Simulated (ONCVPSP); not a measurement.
Cutoff test, La, ONCV

```
Element                 : lanthanum (La)
Generator               : ONCVPSP 4.0.1
Type                    : optimised norm-conserving Vanderbilt (ONCV)
Functional              : BLYP
Relativity              : scalar-relativistic
Frozen core             : [Kr] 4d10
Valence charge          : 11
Reference configuration : 5s2 5p6 5d1 6s2
Partial waves           : 5s+6s: rc 2.15 bohr, ncon 5, nbas 9, qcut 4.9 1/bohr, 2 projectors; 5p: rc 1.90 bohr, ncon 4, nbas 8, qcut 4.6 1/bohr, 3 projectors, debl 3 Ha; 5d: rc 2.50 bohr, ncon 3, nbas 8, qcut 3.3 1/bohr, 1 projector; f scattering state at 0.4 Ha: rc 1.90 bohr, ncon 3, nbas 6, qcut 5.2 1/bohr, local
Local potential         : the f channel
Core correction         : Teter function, fcfact 4.75, rcfact 1.5
```

In the f channel the program set the typed energies aside and used -0.151 Ha.

For each optimised wave give the share of its norm inside rc, the residual kinetic energy above qcut (Ha) and the cutoffs (Ha) for errors of 10, 1, 0.1 and 0.01 mHa per electron.

```json
{"wave": "5s", "norm inside rc": "0.878", "residual KE": "3.2e-04", "10 mHa": "8.3", "1 mHa": "10.9", "0.1 mHa": "26.7", "0.01 mHa": "48.3"}
{"wave": "6s", "norm inside rc": "0.048", "residual KE": "9.4e-05", "10 mHa": "6.4", "1 mHa": "9.5", "0.1 mHa": "12.0", "0.01 mHa": "26.8"}
{"wave": "5p", "norm inside rc": "0.607", "residual KE": "1.7e-03", "10 mHa": "6.9", "1 mHa": "13.4", "0.1 mHa": "51.3", "0.01 mHa": "60.3"}
{"wave": "p projector 2", "norm inside rc": "0.100", "residual KE": "5.2e-03", "10 mHa": "9.4", "1 mHa": "19.1", "0.1 mHa": "52.3", "0.01 mHa": "68.4"}
{"wave": "p projector 3", "norm inside rc": "0.109", "residual KE": "6.0e-02", "10 mHa": "13.8", "1 mHa": "28.1", "0.1 mHa": "71.3", "0.01 mHa": "97.8"}
{"wave": "5d", "norm inside rc": "0.413", "residual KE": "1.0e-03", "10 mHa": "3.9", "1 mHa": "5.5", "0.1 mHa": "17.8", "0.01 mHa": "43.5"}
{"wave": "f projector 1", "norm inside rc": "0.873", "residual KE": "2.4e-01", "10 mHa": "45.1", "1 mHa": "88.0", "0.1 mHa": "not reached", "0.01 mHa": "not reached"}
```

The occupied waves need 13 Ha and 51 Ha for 1 and 0.1 mHa. The cutoffs count occupied waves only; projector 1 of the f channel, the hardest unoccupied one, needs 88 Ha at the loose tolerance. Note: ghosts flagged at negative energy: s at -184.1 eV, d at -5361.0 eV; GHOST(+) flagged for d at 122.3 eV, p at 197.3 eV, d at 447.0 eV. A true bound ghost makes a file unfit for plane-wave use.
